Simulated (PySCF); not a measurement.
Species: C7H16NP.
Numbering: `[CH3:1][CH2:2][P:3]1(=[N:4][CH3:5])[CH2:6][CH2:7][CH2:8][CH2:9]1`

Probes without a nucleus sit at each ring's centroid and 1 Å off its mean plane on both sides; NICS is minus the shielding there, NICSzz its component along the normal. Level: GIAO PBE0/pcSseg-1 (PySCF, non-relativistic, gas phase) on the GFN2-xTB geometry, one conformer.

Ring bond lengths (Å), with Mayer bond orders in brackets: P3–C6 1.873 (0.87), C6–C7 1.524 (1.02), C7–C8 1.528 (1.02), C8–C9 1.527 (1.04), C9–P3 1.830 (0.94).

Q: Give the NICS values of each ring in ppm.

A: 
```tsv
ring	type	NICS(0)	NICS(1), two faces	NICS(1)zz, two faces	rms pucker (Å)	centre to ring atoms, mean (Å)
P3–C6–C7–C8–C9	5-membered ring with P; formal bonds all single	-4.7	-3.2 / -4.3	-1.1 / -2.5	0.20	1.38
```

Q: What do they say, and how far can they be read as aromaticity?

A: 
- P3–C6–C7–C8–C9: mean NICS(1)zz -1.8 ppm, near zero. P3, C6, C7, C8, C9 have four or more neighbours; no verdict on aromaticity is drawn.

Q: At the second NICS(1) probe listed for ring P3–C6–C7–C8–C9, 1 Å off the ring, what do the in-plane components average?

A: The isotropic value is a third of the trace: (3 × -4.3 − (-2.5))/2 = -5.2 ppm.

Q: How shielded are the nuclei of the rings and their hydrogens (means over atoms taken as equivalent)?

A: 
| atoms | environment | σ isotropic (ppm) | principal values of the symmetric part, first atom (ppm) |
| --- | --- | --- | --- |
| P3 | phosphorus bonded to 3 C and N | 306.9 | 204.8, 275.7, 440.2 |
| C6 (×2) | sp3 carbon bound to phosphorus | 153.9 | 142.4, 151.4, 169.1 |
| C7 (×2) | ring CH2 carbon | 156.9 | 133.2, 161.9, 172.9 |
| H on C6 (×2) | methylene hydrogen | 30.12 | 25.9, 28.9, 36.1 |
| H on C6 (×2) | methylene hydrogen | 30.23 | 26.8, 28.6, 35.3 |
| H on C7 (×2) | methylene hydrogen | 30.11 | 26.8, 28.2, 36.3 |
| H on C7 (×2) | methylene hydrogen | 29.79 | 24.1, 27.0, 37.6 |

Cost: about 2.4 min of CPU time on one thread; the machine was shared, so the figure is rough. This is the whole shielding run at PBE0/pcSseg-1, SCF included.
